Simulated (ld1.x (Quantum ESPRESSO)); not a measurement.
# lead (Pb), TM: configuration errors across variants

```
Element                 : lead
Generator               : ld1.x (Quantum ESPRESSO) 7.5
Type                    : norm-conserving Troullier–Martins (Kleinman–Bylander form)
Functional              : LDA (PZ)
Relativity              : fully relativistic
Frozen core             : [Xe] 4f14
Valence charge          : 14
Reference configuration : 5d10 6s2 6p0 (charge +2)
Partial waves           : 6s (bound): rc 1.90 bohr; 5d (bound): rc 1.65 bohr; 6p (bound, empty): rc 1.85 bohr
Local potential         : the p channel
Core correction         : a·sin(br)/r model core, default radius (core density twice the valence density)
```

Open shells are filled in proportion to 2j + 1 (rel_dist='average').

All-electron excitation energies from the reference (eV): (1) 5d10 6s2 6p2 -20.881; (2) 5d10 6s2 6p1 -13.924; (3) 5d10 6s1 6p0 32.871; (4) 5d10 6s0 6p0 76.051; (5) 5d9 6s2 6p3 -1.867; (6) 5d9 6s2 6p2 6.336; (7) 5d10 6s0 6p4 -3.221.

A true bound ghost makes a file unfit for plane-wave use even where its test errors are small: the radial tests pick states by their node count and pass the ghost by.

Errors AE − PS in meV (a dash: test not solved or not reliable):

```tsv
change	(1)	(2)	(3)	(4)	(5)	(6)	(7)	bound ghosts
base	-409	-253	-12	-56	-1067	-870	-1042	s
wave 6s (bound): rc 1.90 bohr becomes 6s (bound): rc 1.30 bohr	-415	-255	-46	-248	-1065	-859	-1259	s
wave 6s (bound): rc 1.90 bohr becomes 6s (bound): rc 1.40 bohr	-413	-255	-26	-120	-1076	-874	-1129	s
wave 6s (bound): rc 1.90 bohr becomes 6s (bound): rc 1.64 bohr	-410	-254	-12	-50	-1074	-875	-1045	s
wave 6s (bound): rc 1.90 bohr becomes 6s (bound): rc 1.82 bohr	-409	-253	-12	-56	-1069	-871	-1043	s
wave 6s (bound): rc 1.90 bohr becomes 6s (bound): rc 2.06 bohr	-409	-253	-12	-57	-1067	-870	-1042	s
wave 6s (bound): rc 1.90 bohr becomes 6s (bound): rc 2.26 bohr	-409	-253	-13	-63	-1068	-870	-1048	s
wave 6s (bound): rc 1.90 bohr becomes 6s (bound): rc 2.46 bohr	-409	-253	-17	-83	-1070	-869	-1061	s
wave 6s (bound): rc 1.90 bohr becomes 6s (bound): rc 2.80 bohr	-408	-253	-34	-177	-1070	-862	-1111	s
```

Question: Give the same row for: wave 6s (bound): rc 1.90 bohr becomes 6s (bound): rc 2.60 bohr.

Answer: -409, -253, -22, -109, -1071, -867, -1077; bound ghosts: s.
